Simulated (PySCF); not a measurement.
C$_{2}$H$_{6}$OSi, CH$_{6}$BOSi, CH$_{4}$ClSi (calculated)

All values are calculated (PySCF 2.14.0). Calculation on a computer-drawn molecule: the log of a Hartree-Fock and frozen-core CCSD(T) single point meant for a local Hartree-Fock minimum, with one planted fault or none, to be diagnosed. Offsets are logged minus clean, where the clean run is the same molecule without the fault. The reference is restricted for singlets and unrestricted otherwise, and also for a bond in bohr or an excited solution. Adding or removing an electron swaps singlet and doublet. The excited solution moves the top pair (singlet) or top alpha electron (doublet) to the lowest empty orbital. Highest occupied and lowest empty are orbital energies over both spins, largest force is the largest gradient component, triples share is (T) over the correlation energy, the T1 limit is 0.02 restricted and 0.045 unrestricted, electrons count all cores, a negative frequency is imaginary (commonest isotopes), and the dipole is about the centre of nuclear charge.

Common to all runs: meant charge 0; meant basis cc-pV(D+d)Z; logged SCF converged yes; possible faults no fault, one electron removed, one electron added, multiplicity raised by two, geometry at a saddle point, SCF held on an excited solution, minimal basis STO-3G, one bond length entered in bohr, all coordinates scaled.

```json
{"entry": 1, "formula": "C2H6OSi", "logged_structure": {"atoms_angstrom": [["C", -3.1296, -0.4693, 0.5315], ["Si", -1.6246, 0.6259, 0.7352], ["C", -0.0506, -0.0232, 0.861], ["O", 1.0788, 0.7118, 1.125], ["H", -2.8243, -1.513, 0.432], ["H", -3.6976, -0.1907, -0.3593], ["H", -3.7951, -0.3864, 1.3941], ["H", -1.8818, 2.0644, 0.9111], ["H", 0.107, -1.0956, 0.751], ["H", 1.7798, 0.4209, 0.5604]]}, "given": {"meant_multiplicity": 1, "logged_electrons": 40, "logged_basis_functions": 95, "logged_spin_squared": 0.0, "logged_highest_occupied [eV]": -2.7572, "logged_lowest_empty [eV]": -1.7059, "logged_largest_force [hartree/bohr]": 0.22865, "logged_CC_converged": "no", "logged_dipole_magnitude [debye]": 4.8523, "logged_SCF_stable_within_its_kind": "no", "logged_energy_HF [hartree]": -442.60616, "drawn_bonds_atom": [1, 2, 3, 1, 1, 1, 2, 3, 4], "drawn_bonds_other_atom": [2, 3, 4, 5, 6, 7, 8, 9, 10], "drawn_bonds_order": [1, 2, 1, 1, 1, 1, 1, 1, 1]}, "results": {"planted_fault": "SCF held on an excited solution", "HF_energy_offset_from_clean_run [kcal/mol]": 222.4}, "notes": ["CCSD not converged"]}
{"entry": 2, "formula": "C2H6OSi", "logged_structure": {"atoms_angstrom": [["C", -3.1296, -0.4693, 0.5315], ["Si", -1.6246, 0.6259, 0.7352], ["C", -0.0506, -0.0232, 0.861], ["O", 1.0788, 0.7118, 1.125], ["H", -2.8243, -1.513, 0.432], ["H", -3.6976, -0.1907, -0.3593], ["H", -3.7951, -0.3864, 1.3941], ["H", -1.8818, 2.0644, 0.9111], ["H", 0.107, -1.0956, 0.751], ["H", 1.7798, 0.4209, 0.5604]]}, "given": {"meant_multiplicity": 1, "logged_electrons": 41, "logged_basis_functions": 95, "logged_spin_squared": 0.7879, "logged_highest_occupied [eV]": 1.6518, "logged_lowest_empty [eV]": 9.1481, "logged_largest_force [hartree/bohr]": 0.044751, "logged_T1_diagnostic": 0.01555, "logged_D1_diagnostic": 0.068646, "logged_triples_share": 0.027506, "logged_CC_converged": "yes", "logged_dipole_magnitude [debye]": 2.28, "logged_SCF_stable_within_its_kind": "yes", "logged_energy_HF [hartree]": -442.87217, "logged_energy_CCSD(T) [hartree]": -443.50907, "drawn_bonds_atom": [1, 2, 3, 1, 1, 1, 2, 3, 4], "drawn_bonds_other_atom": [2, 3, 4, 5, 6, 7, 8, 9, 10], "drawn_bonds_order": [1, 2, 1, 1, 1, 1, 1, 1, 1]}, "results": {"planted_fault": "one electron added", "HF_energy_offset_from_clean_run [kcal/mol]": 55.45, "CCSD(T)_energy_offset_from_clean_run [kcal/mol]": 52.6}, "notes": ["highest electron not bound in this basis"]}
{"entry": 3, "formula": "CH6BOSi", "logged_structure": {"atoms_angstrom": [["C", -1.1762, 0.1531, 1.7081], ["Si", -1.0035, 1.2584, 0.1769], ["B", -0.669, 0.3784, -1.6204], ["O", -0.96, -0.9097, -1.9127], ["H", -0.2118, -0.2747, 1.9989], ["H", -1.556, 0.7266, 2.5571], ["H", -1.8729, -0.6708, 1.5286], ["H", -0.1157, 2.4132, 0.4635], ["H", -0.2425, 1.0343, -2.5335], ["H", -1.2938, -1.4214, -1.1922]]}, "given": {"meant_multiplicity": 2, "logged_electrons": 39, "logged_basis_functions": 30, "logged_spin_squared": 0.7582, "logged_highest_occupied [eV]": -5.6367, "logged_lowest_empty [eV]": 6.1755, "logged_largest_force [hartree/bohr]": 0.044527, "logged_T1_diagnostic": 0.017175, "logged_D1_diagnostic": 0.082273, "logged_triples_share": 0.020803, "logged_CC_converged": "yes", "logged_dipole_magnitude [debye]": 1.4902, "logged_SCF_stable_within_its_kind": "yes", "logged_energy_HF [hartree]": -424.71446, "logged_energy_CCSD(T) [hartree]": -424.93177, "drawn_bonds_atom": [1, 2, 3, 1, 1, 1, 2, 3, 4], "drawn_bonds_other_atom": [2, 3, 4, 5, 6, 7, 8, 9, 10], "drawn_bonds_order": [1, 1, 1, 1, 1, 1, 1, 1, 1]}, "results": {"planted_fault": "minimal basis STO-3G", "HF_energy_offset_from_clean_run [kcal/mol]": 3228, "CCSD(T)_energy_offset_from_clean_run [kcal/mol]": 3446}}
{"entry": 4, "formula": "CH4ClSi", "logged_structure": {"atoms_angstrom": [["C", -0.4776, 0.8333, 0.0186], ["Si", 0.7098, 4.1711, 0.0499], ["Cl", 0.2591, 5.0857, -1.7689], ["H", 0.0005, 0.2549, -0.7743], ["H", -1.559, 0.8176, -0.1442], ["H", -0.2637, 0.3528, 0.9773], ["H", 0.0656, 4.9739, 1.114]]}, "given": {"meant_multiplicity": 2, "logged_electrons": 41, "logged_basis_functions": 80, "logged_spin_squared": 1.1459, "logged_highest_occupied [eV]": -9.4136, "logged_lowest_empty [eV]": 0.78303, "logged_largest_force [hartree/bohr]": 0.04294, "logged_T1_diagnostic": 0.051188, "logged_D1_diagnostic": 0.22166, "logged_triples_share": 0.02393, "logged_CC_converged": "yes", "logged_dipole_magnitude [debye]": 1.8049, "logged_SCF_stable_within_its_kind": "yes", "logged_energy_HF [hartree]": -788.56948, "logged_energy_CCSD(T) [hartree]": -788.9763, "drawn_bonds_atom": [1, 2, 1, 1, 1, 2], "drawn_bonds_other_atom": [2, 3, 4, 5, 6, 7], "drawn_bonds_order": [1, 1, 1, 1, 1, 1]}, "results": {"planted_fault": "one bond length entered in bohr, row 1 of the drawn bonds", "HF_energy_offset_from_clean_run [kcal/mol]": 57.84, "CCSD(T)_energy_offset_from_clean_run [kcal/mol]": 65.33}, "notes": ["T1 above single-reference limit"]}
```
